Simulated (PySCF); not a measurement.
## Excitation energy of P⁺ by level of theory

P⁺ [Ne] 3s2 3p2 (3P) → P⁺ [Ne] 3s1 3p3, s spin flipped, as a difference of total energies. Calculation: PySCF 2.14, in dyall-acv3z; the non-relativistic Hamiltonian (point nucleus). Correlated levels: valence: [Ne] frozen; valence and next inner shell: 1s2 frozen; virtual orbitals above 40 to 60 times the deepest correlated orbital energy dropped. The calculations carry no spin-orbit coupling.

| method | excitation energy (eV) |
| --- | --- |
| UHF | 12.166 |
| LDA | 8.981 |
| PBE | 9.109 |
| PBE0 | 9.871 |
| r2SCAN | 9.796 |
| TPSS | 9.424 |
| M06-2X | 9.879 |
| MN15 | 9.088 |
| MP2 (valence) | 10.446 |
| SCS-MP2 (valence) | 10.339 |
| MP2 (valence and next inner shell) | 10.331 |
| SCS-MP2 (valence and next inner shell) | 10.244 |

Task: How much does correlation contribute at MP2 (valence and next inner shell)?

Result: 10.331 − (12.166) = -1.835 eV, measured against UHF.

The upper determinant mixes two multiplicities, so it lies between the two terms.
